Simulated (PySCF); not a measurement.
# A ladder for the ionisation energy of Ba

Ba [Xe] 6s2 (1S) → Ba⁺ [Xe] 6s1 (2S). Scalar values calculated with PySCF 2.14 in aug-cc-pVQZ-X2C (spin-free X2C; valence: [Xe] frozen). The spin-orbit shift comes from two-component X2C-1e calculations (generalised Hartree-Fock, GHF, and MP2 on its spinors, GMP2) in x2c-QZVPPall-2c: GMP2 gives 5.109 eV without and 5.109 eV with screened spin-orbit coupling, a shift of 0.000 eV (GHF: 0.000 eV). Sums use unrounded values; where a UHF row is shifted, it takes the GHF shift.

```json
{"method": "UHF", "scalar (eV)": "4.274", "plus spin-orbit shift (eV)": "4.274", "error (eV)": "-0.938"}
{"method": "MP2 (valence)", "scalar (eV)": "4.755", "plus spin-orbit shift (eV)": "4.755", "error (eV)": "-0.457"}
{"method": "SCS-MP2 (valence)", "scalar (eV)": "4.851", "plus spin-orbit shift (eV)": "4.851", "error (eV)": "-0.360"}
{"method": "CCSD (valence)", "scalar (eV)": "4.923", "plus spin-orbit shift (eV)": "4.923", "error (eV)": "-0.288"}
{"method": "CCSD(T) (valence)", "scalar (eV)": "4.923", "plus spin-orbit shift (eV)": "4.923", "error (eV)": "-0.288"}
{"method": "CCSDT (valence)", "scalar (eV)": "4.923", "plus spin-orbit shift (eV)": "4.923", "error (eV)": "-0.288"}
{"method": "FCI (valence)", "scalar (eV)": "4.923", "plus spin-orbit shift (eV)": "4.923", "error (eV)": "-0.288"}
{"method": "LDA", "scalar (eV)": "5.394", "plus spin-orbit shift (eV)": "5.394", "error (eV)": "0.183"}
{"method": "PBE", "scalar (eV)": "5.223", "plus spin-orbit shift (eV)": "5.223", "error (eV)": "0.011"}
{"method": "PBE0", "scalar (eV)": "5.134", "plus spin-orbit shift (eV)": "5.134", "error (eV)": "-0.078"}
{"method": "r2SCAN", "scalar (eV)": "4.931", "plus spin-orbit shift (eV)": "4.931", "error (eV)": "-0.280"}
{"method": "revPBE", "scalar (eV)": "5.151", "plus spin-orbit shift (eV)": "5.151", "error (eV)": "-0.061"}
{"method": "B3LYP", "scalar (eV)": "5.261", "plus spin-orbit shift (eV)": "5.262", "error (eV)": "0.050"}
```

Reference: 5.212 eV (measured; NIST Atomic Spectra Database, ionization energies).

The errors of the correlated levels include the incompleteness of the basis and the frozen core, so a lower level can come closer by cancellation.
